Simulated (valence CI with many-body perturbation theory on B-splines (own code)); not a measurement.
# Pb⁺: electric-dipole lines

Computed by valence CI with perturbative core correlation (CI+MBPT): three valence electrons over a frozen Dirac-Fock core [Xe] 4f14 5d10, radial functions for each j: 11 s, 11 p, 10 d, 8 f, 5 g, 2 h, with the one-electron correlation potential Σ1 (screened to all orders), the two-electron term Σ2, the three-electron term Σ3, Breit, model QED; selected single and double excitations, second order for the rest, scaled by the run's own slope (own B-spline code, finite nucleus).

Set against measurement, 17 paired levels are off by 215 cm⁻¹ on average, the worst by 667. These come from a selection out of the NIST Handbook of Basic Atomic Spectroscopic Data. Levels without a partner in it may be off by more.

Lines 1 to 50 of 228 in falling wavelength, among levels below 111589 cm⁻¹, chosen from the strongest by gf and those to the six lowest levels. Wavelengths and rates use the calculated energies, so an error of 200 cm⁻¹ moves a line at 3430 nm by 6.9 % and its rate by three times that or more. Electric multipoles are in the length gauge, E1 and E2 with the static RPA response of the core. Weak lines are less certain than strong ones. Lines between different terms over intervals too small for the method are left out, as are lines whose strength nearly cancels. Where a level lies close to another of its J and parity, the split of strength between their lines is uncertain. The highest levels of a list are the least certain.

Names give the largest LS component (configuration and term), which can be under half, so a name can repeat, a term be missing and a line seem to break the LS rules; names also repeat where a configuration has a term twice. Letters in brackets count levels of one name in rising energy.

```
λ vac (nm)  λ from measured levels           Upper             Lower   A (s⁻¹)  S (a.u.)
      4777                           6s²11s ²S_1/2    6s²10p ²P°_1/2  1.77e+06  1.91e+02
      3821                           6s²7f ²F°_5/2      6s6p² ²P_3/2  7.01e+05  1.16e+02
      3596                            6s6p² ²P_3/2     6s²6f ²F°_5/2  2.94e+05  2.70e+01
      3430                    3605    6s²7d ²D_5/2     5f6s² ²F°_5/2  4.91e+04  5.87e+00
      3411                    3586    6s²7d ²D_5/2     5f6s² ²F°_7/2  9.91e+05  1.16e+02
      3403                           6s²10s ²S_1/2     6s²9p ²P°_3/2  6.66e+06  2.59e+02
      3323                           6s²9p ²P°_1/2      6s²9s ²S_1/2  4.43e+06  1.61e+02
      2952                    2970   6s²7p ²P°_3/2      6s6p² ⁴P_5/2  5.20e+05  2.64e+01
      2906                    2822   5f6s² ²F°_7/2      6s6p² ²D_5/2  5.89e+05  5.71e+01
      2891                    2810   5f6s² ²F°_5/2      6s6p² ²D_5/2  3.98e+04  2.85e+00
      2833                           6s²10s ²S_1/2     6s²9p ²P°_1/2  3.99e+06  8.97e+01
      2778                           6s²9p ²P°_3/2      6s²9s ²S_1/2  6.64e+06  2.81e+02
      2767                          6s²10p ²P°_1/2      6s6p² ²P_3/2  6.21e+05  1.30e+01
      2525                          6s²10p ²P°_3/2      6s6p² ²P_3/2  5.20e+04  1.65e+00
      2321                            6s²9d ²D_3/2     6s²9p ²P°_3/2  1.38e+06  3.40e+01
      2318                           6s²7f ²F°_7/2      6s²8d ²D_5/2  1.26e+07  6.21e+02
      2313                           6s²7f ²F°_5/2      6s²8d ²D_5/2  8.43e+05  3.09e+01
      2288                            6s²9d ²D_5/2     6s²9p ²P°_3/2  8.19e+06  2.91e+02
      2180                          6s²10p ²P°_1/2      6s6p² ²S_1/2  3.24e+05  3.32e+00
      2168                    2119   6s²7p ²P°_1/2      6s²6d ²D_3/2  2.49e+06  2.51e+01
      2082                           6s²7f ²F°_5/2      6s²8d ²D_3/2  1.16e+07  3.10e+02
      2041                            6s²9d ²D_3/2     6s²9p ²P°_1/2  6.26e+06  1.05e+02
      2027                          6s²10p ²P°_3/2      6s6p² ²S_1/2  2.35e+05  3.87e+00
      1970                           6s²7f ²F°_7/2      5g6s² ²G_7/2  1.33e+04  4.01e-01
      1970                           6s²7f ²F°_7/2      5g6s² ²G_9/2  4.65e+05  1.40e+01
      1967                           6s²7f ²F°_5/2      5g6s² ²G_7/2  4.71e+05  1.06e+01
      1908                            6s²9s ²S_1/2     6s²8p ²P°_3/2  1.68e+07  1.15e+02
      1811                           6s²6h ²H°_9/2      5g6s² ²G_7/2  2.66e+07  7.82e+02
      1811                          6s²6h ²H°_11/2      5g6s² ²G_9/2  2.73e+07  9.59e+02
      1811                           6s²6h ²H°_9/2      5g6s² ²G_9/2  6.06e+05  1.78e+01
      1765                          6s²10p ²P°_3/2      6s²8d ²D_5/2  1.83e+05  1.99e+00
      1732                           6s²8p ²P°_1/2  6s²8s ²S_1/2 [b]  7.01e+06  3.59e+01
      1730                            6s6p² ²D_3/2     6s²7p ²P°_3/2  2.26e+05  2.32e+00
      1724                          6s²10p ²P°_1/2      6s²8d ²D_3/2  2.78e+05  1.40e+00
      1722                            6s²6g ²G_7/2     6s²6f ²F°_5/2  1.42e+07  2.86e+02
      1718                            6s²6g ²G_9/2     6s²6f ²F°_7/2  1.47e+07  3.68e+02
      1718                            6s²6g ²G_7/2     6s²6f ²F°_7/2  5.25e+05  1.05e+01
      1673                           6s²8p ²P°_1/2  6s²8s ²S_1/2 [a]  6.77e+06  3.13e+01
      1627                          6s²10p ²P°_3/2      6s²8d ²D_3/2  1.67e+02  1.42e-03
      1620                            6s²9d ²D_3/2     6s²6f ²F°_5/2  1.96e+04  1.64e-01
      1604                            6s²9d ²D_5/2     6s²6f ²F°_5/2  2.04e+03  2.50e-02
      1600                            6s²9d ²D_5/2     6s²6f ²F°_7/2  4.43e+04  5.38e-01
      1566                            6s²9s ²S_1/2     6s²8p ²P°_1/2  1.05e+07  3.98e+01
      1510                           6s²11s ²S_1/2     6s²9p ²P°_3/2  2.62e+06  8.89e+00
      1483                           6s²8p ²P°_3/2      6s6p² ²D_5/2  4.07e+06  2.62e+01
      1445                           6s²8p ²P°_3/2  6s²8s ²S_1/2 [b]  1.07e+07  6.36e+01
      1404                           6s²8p ²P°_3/2  6s²8s ²S_1/2 [a]  1.04e+07  5.70e+01
      1386                           6s²11s ²S_1/2     6s²9p ²P°_1/2  1.78e+06  4.68e+00
      1364                           6s²6f ²F°_7/2      6s²7d ²D_5/2  2.79e+07  2.80e+02
      1361                           6s²6f ²F°_5/2      6s²7d ²D_5/2  1.87e+06  1.39e+01
```
